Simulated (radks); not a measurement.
The numbers below are computed, except where a source is named.
Pb+, 81 electrons, occupied as [Hg] 6p1.

Level of theory: scalar-relativistic Kohn-Sham, LDA (Slater exchange, Perdew-Wang correlation), spin-unpolarised, spherical densities, finite nucleus; Fermi nuclear charge, rms radius 5.5012 fm (a radial shooting solver on a logarithmic mesh with Libxc functionals).

Energy parts (hartree):
| part | energy |
|---|---|
| total | -20864.6175 |
| kinetic | 23558.7604 |
| electron-nucleus | -52063.9351 |
| Hartree | 8015.5127 |
| exchange-correlation | -374.9554 |

Orbitals (lengths in bohr, moments of r in powers of bohr; r(max) is where P^2 peaks; r(90%) holds 90 % of the orbital's charge):
orbital,occ.,eigenvalue (hartree),r(max),r(90%)
1s,2,-3234.411,0.009855,0.0294
2s,2,-578.8534,0.05721,0.105
2p,6,-496.9991,0.04762,0.100
3s,2,-139.1628,0.1613,0.256
3p,6,-115.6795,0.1614,0.264
3d,10,-91.62061,0.1314,0.248
4s,2,-31.69736,0.3625,0.551
4p,6,-23.99490,0.3825,0.594
4d,10,-15.05799,0.3884,0.642
4f,14,-5.18358,0.3493,0.721
5s,2,-5.58887,0.7881,1.21
5p,6,-3.44515,0.8808,1.41
5d,10,-1.06709,1.072,1.98
6s,2,-0.71941,1.943,3.27
6p,1,-0.37298,2.511,4.43

The highest occupied level is 6p at -10.149 eV. Summed over all electrons, <r^2> = 56.98 bohr^2, which gives a Langevin (diamagnetic) susceptibility term of -45.1 x 10^-6 cm^3/mol. The density falls to 0.001 e/bohr^3 at r = 4.22 bohr. The electron density at the nucleus is 2.943e+06 e/bohr^3 (large components only).
